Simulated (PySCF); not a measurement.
Predicted microwave data (PySCF, PBE0-D3(BJ)/def2-SVP geometry optimisation, gas phase) for one isomer of C5H10OSi:

| Item | Value |
| --- | --- |
| Rotational constants | A = 10171, B = 709.0, C = 672.1 MHz |
| Dipole components | \|μa\| = 0.78 D, \|μb\| = 0.76 D, \|μc\| = 0.19 D |
| Inertial defect | -10.57 u·Å² |
| κ | -0.99 |

Problem. Which candidate fits, each taken in the one conformer that was computed?
A. `[CH3:1]/[CH:2]=[CH:3]\[CH:4]=[CH:5]/[O:6][SiH3:7]` with C2–C3–C4–C5 180°, C4–C5–O6–Si7 -168°
B. `[CH2:1]=[CH:2][O:3][C:4](=[CH2:5])[CH2:6][SiH3:7]` with C1–C2–O3–C4 -151°, C2–O3–C4–C5 21°, O3–C4–C6–Si7 69°

Solution. A. It is C/C=C\C=C/O[SiH3], a near-prolate asymmetric top, point group C1. The candidates at the same level (rigid rotor, commonest isotopes):

```json
{"SMILES": "C/C=C\\C=C/O[SiH3]", "A (MHz)": "10171", "B (MHz)": "709.0", "C (MHz)": "672.1", "μa (D)": "0.78", "μb (D)": "0.76", "μc (D)": "0.19", "Δ (u·Å²)": "-10.57", "point group": "C1", "rotor": "near-prolate asymmetric top"}
{"SMILES": "C=COC(=C)C[SiH3]", "A (MHz)": "3628", "B (MHz)": "1203", "C (MHz)": "995.9", "μa (D)": "0.08", "μb (D)": "0.59", "μc (D)": "0.16", "Δ (u·Å²)": "-52.10", "point group": "C1", "rotor": "asymmetric top"}
```

`C=COC(=C)C[SiH3]` has B 70 % too high. No structure here is proved a minimum.
